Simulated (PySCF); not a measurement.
# Calculated NMR data

[PySCF 2.14: shielding tensors at PBE0/pcSseg-1 (GIAO); GFN2-xTB geometry; equivalent nuclei averaged; a single conformation; gas phase; non-relativistic Hamiltonian]

Referencing at the same level of theory: ¹H (σ = 31.72 ppm), ¹³C (σ = 186.93 ppm) vs TMS. Splittings of carbon signals by F and P are missing where no couplings were computed. Where no couplings were computed, multiplicities follow the n + 1 count of equivalent neighbours, and m marks all less simple cases (inequivalent or close neighbours, rings, F or P nearby). Shifts are as computed. Against solution values, carbons near 30 ppm lie about +3 ppm off and those near 130 ppm about +5 ppm; carbons on Cl a further +6 ppm. Of 1211 compounds with measured shifts, 218 miss one by over three times the rms of a fit or turn the order of signals round; such compounds aren't used in these exercises. Carbons bonded to Cl come out too deshielded.

**1.** SMILES N#C[C@H]1C/C(=C/F)[SiH2]1, C₅H₆FNSi. ¹H NMR (500 MHz, computed): δ 7.18 (m, 1H), 5.34 (m, 1H), 5.32 (m, 1H), 3.27 (m, 1H), 3.17 (m, 1H), 2.39 (m, 1H). ¹³C{¹H} NMR (computed): δ 165.5 (CH), 126.4 (C), 118.0 (C), 33.4 (CH2), 7.2 (CH).

**2.** `O=C(C)C1=COC(C(=O)Cl)=C1C`, C₈H₇ClO₃. ¹H NMR (500 MHz, computed): δ 8.01 (s, 1H), 3.01 (s, 3H), 2.53 (s, 3H). ¹³C{¹H} NMR (computed): δ 195.6, 165.2, 157.2, 149.9, 147.3, 134.6, 30.3, 14.7.
